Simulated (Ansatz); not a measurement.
`[SiH3][O][GeH2][SiH3]` + `[OH][Al]([F])[SH]` → `[F][Al]([SH])[O][SiH3]` + `[OH][GeH2][SiH3]`  (ligand exchange at the Si–O bond)

Gas-phase electronic energies from Ansatz, PBE0-D4/def2-TZVP geometries. CCSD(T)/CBS adds triple-zeta CCSD(T) − MP2 to the extrapolated MP2 energy (def2 sets, frozen cores). Functionals use def2-TZVPP. For Ge outer-core shells are correlated without core-valence functions, which leaves a few kJ/mol of doubt a bond. Scalar relativity is left out up to krypton. Each species was taken in one conformer, which may not be the lowest.

**Question.** Is it downhill or uphill in electronic energy at CCSD(T)/CBS, and by how much? (Best estimate.)

**Answer.** Ansatz gave: Downhill: ΔE = -5.7 kJ/mol.

**Question.** What do these levels give: ωB97M-V, PBE, r2SCAN, CCSD(T)/def2-TZVPP, HF/CBS(def2), MP2/CBS(def2)? (Best estimate.)

**Answer.** The calculation gave: ωB97M-V -6.2, PBE -7.9, r2SCAN -7.9, CCSD(T)/def2-TZVPP -6.3, HF/CBS(def2) -10.8, MP2/CBS(def2) -4.6 kJ/mol.

Largest T1 diagnostic among the species: 0.012.

In def2-TZVPP, CCSD(T) changes the Hartree–Fock value by +4.0 kJ/mol (the triples alone add +0.7 kJ/mol) and MP2 by +5.1 kJ/mol.
